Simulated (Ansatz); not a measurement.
Ni2H3⁺. Charge 1, multiplicity 1. Geometry PBE0-D4/def2-TZVP; atoms count from 1.

Cartesian coordinates in Å:
```
Ni 1.0008 0.1447 -0.5471
Ni -1.0008 -0.1448 0.5471
H 0.2530 -0.9931 0.1999
H 0.2610 0.7514 0.6762
H -0.5140 0.2418 -0.8761
```

The restricted singlet is unstable: a solution with broken spin symmetry lies lower. At PBE0-D4/def2-TZVP a triplet of charge 1 lies 1.73 eV below the restricted singlet, each at its own geometry. The structure comes from a short search, and lower isomers may exist.

(1) Estimate the Mulliken populations from the PBE0/def2-TZVP orbitals of Ansatz.

(2) And the Mayer bond orders between heavy atoms (over 0.3)?

Answers

(1) 
```
atom  charge (e)  d electrons
 Ni1        0.27         9.09
 Ni2        0.27         9.09
  H3        0.16            –
  H4        0.16            –
  H5        0.16            –
```
Mulliken values depend strongly on the basis.

(2) Ni1–Ni2 0.81 (2.30 Å).
